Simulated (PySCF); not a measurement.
C3H7BFN, SMILES C=CB(F)NC. Coordinates come from a PBE-D3(BJ)/def2-SVP optimisation. The structure was generated by enumeration, and PubChem lists no compound with its InChIKey, so it may never have been made. Other conformers were not sampled.

Give the equilibrium geometry at PBE-D3(BJ)/def2-SVP (PySCF confirms it by a frequency run) as Cartesian coordinates in Å, and its point group. (The exact figures need the calculation; the answer reports its results.)

One answer among several that fit: point group Cs.
```xyz
13

C      0.0563    -2.6239     0.0000
C      0.7114    -1.4431     0.0000
B     -0.0282    -0.0657     0.0000
F     -1.3869    -0.0312     0.0000
N      0.6697     1.1604     0.0000
C      0.0890     2.4878     0.0000
H     -1.0468    -2.6573     0.0000
H      0.5779    -3.5962     0.0000
H      1.8180    -1.4679     0.0000
H      1.6907     1.1324     0.0000
H      0.3841     3.0753    -0.8975
H      0.3841     3.0753     0.8975
H     -1.0136     2.4005     0.0000
```
Charge 0, spin multiplicity 1.
